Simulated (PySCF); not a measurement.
**Electron correlation in Mn (manganese, neutral)**

[Ar] 3d7, high-spin 4F determinant (an excited configuration). All numbers are calculated (PySCF 2.14, scalar relativity by spin-free X2C-1e, in aug-cc-pVDZ-DK (7s6p4d2f, 59 functions)). Frozen: [Ar]; 7 electrons correlated.

```tsv
level	correlation energy (mhartree)
CCSD	-197.99
(T)	-10.78
CCSD(T)	-208.77
```

Diagnostics: T1 = 0.082, D1 = 0.1478, largest double amplitude 0.059.

T1 exceeds 0.03, a sign that the reference determinant is poor.

Cost of the coupled-cluster step: about 9 core-seconds, for 7 correlated electrons.
